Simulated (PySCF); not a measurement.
## C4H6GaNO2: core ionisation energies

Compound: C4H6GaNO2.
Cartesian coordinates in Å at the PBE0-D3(BJ)/def2-SVP level; atoms count from 1:
```
atom  x, y, z in Å
N1    -2.5582   -1.5051    0.5286
C2    -1.8219   -0.4810    0.6938
C3    -0.3588   -0.5544    0.7009
C4     0.3857    0.6196    0.8844
O5     1.6405    0.7372    0.9157
Ga6    2.9392   -0.7198    0.7022
O7     1.4966   -2.0457    0.5020
C8     0.2624   -1.8114    0.5229
H9    -3.5468   -1.2503    0.5522
H10   -2.2270    0.5405    0.8427
H11   -0.1845    1.5595    1.0188
H12    3.5892   -0.9641    2.0989
H13    3.5926   -0.5498   -0.7043
H14   -0.4170   -2.6716    0.3898
```

Theory: delta-SCF UKS SCAN, pcX-2 on the ionised atom, pcseg-1 elsewhere, spin-free X2C (PySCF). Vertical ΔSCF values, vacuum level as zero.

Problem. List the computed XPS lines with their assignment.

Solution. 
```tsv
atom(s)	bonded to	level	binding energy (eV)	above the level's lowest (eV)	count
O5/O7	C and Ga	O 1s	538.34	0.00	2
N1	C (double bond) and H	N 1s	404.13	0.00	1
C2	N (double bond), C and H	C 1s	292.22	+1.39	1
C3	3 C	C 1s	290.83	0.00	1
```

Lowest listed C 1s: C3, bonded to 3 C. Highest, 1.39 eV above it: C2, bonded to N (double bond), C and H.

Problem. Express the binding energy of C 1s of C3 in atomic units and per mole.

Solution. 290.83 eV = 10.6878 Eh = 28061 kJ/mol.

One atom of each set of topologically equivalent atoms was ionised and stands for the set; in this conformer not all members are related by symmetry, and their own values weren't computed. The list is incomplete; no value stands for C 1s of C4, C8 (hole states with ⟨S²⟩ of 1 or more are left out). No level of gallium is listed. The structure is a single PBE0-D3(BJ)/def2-SVP conformer in the gas phase; no vibrational or solvent corrections.

The run took 2.0 min wall on one thread of an Arm Neoverse N1, on a shared host, and the process peaked at 0.59 GiB of memory.
